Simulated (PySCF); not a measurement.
Method: B3LYP-D3(BJ)/def2-TZVP (PySCF 2.14.0). Isolated molecules, 0 K electronic values unless said otherwise. One relaxed conformer stands for a flexible species; it need not be the lowest. B3LYP has the VWN-RPA correlation part, as in Gaussian. Excitations are Tamm–Dancoff values on a coarser integration grid. The basis has no diffuse functions, so Rydberg states are missing or too high.

Reference species (SMILES): `N(=C/OC)/[H]` (C–O–C–N torsion 0°) (neutral, multiplicity 1).

The HOMO–LUMO gap comes out as 8.08 eV and the S1 excitation (TDA) comes out as 6.51 eV. The HOMO comes out as -7.79 eV.

Changed species: `N(=C)CO` (C–N–C–O torsion -130°, N–C–O–H torsion -47°).

Task: What does the change do to the HOMO–LUMO gap, S1 excitation (TDA) and HOMO?

Result: the HOMO–LUMO gap falls by 1.49 eV, to 6.59 eV; the S1 excitation (TDA) decreases by 1.49 eV, to 5.02 eV; the HOMO rises by 0.27 eV, to -7.52 eV.
